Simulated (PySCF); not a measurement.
Ionisation energy of F²⁺ by level of theory

F²⁺ [He] 2s2 2p3 (4S) → F³⁺ [He] 2s2 2p2 (3P), as a difference of total energies. All numbers are calculated (PySCF 2.14, no relativity, point nucleus, in aug-cc-pwCVTZ). Correlated levels: valence: 1s2 frozen. The calculations carry no spin-orbit coupling.

```
           method  ionisation energy (eV)  plus first-order spin-orbit estimate  difference from reference of that sum (eV)
              UHF                  62.229                                62.177                                      -0.531
    MP2 (valence)                  62.828                                62.776                                      +0.068
SCS-MP2 (valence)                  62.558                                62.506                                      -0.202
   CCSD (valence)                  62.605                                62.552                                      -0.156
CCSD(T) (valence)                  62.607                                62.555                                      -0.153
```

Reference: 62.708 eV (semi-empirical (NIST evaluation); NIST Atomic Spectra Database, ionization energies).

A first-order spin-orbit estimate (lowest level to lowest level, LS coupling) adds -0.053 eV.

Errors of the correlated levels include the incompleteness of this basis and the frozen core.
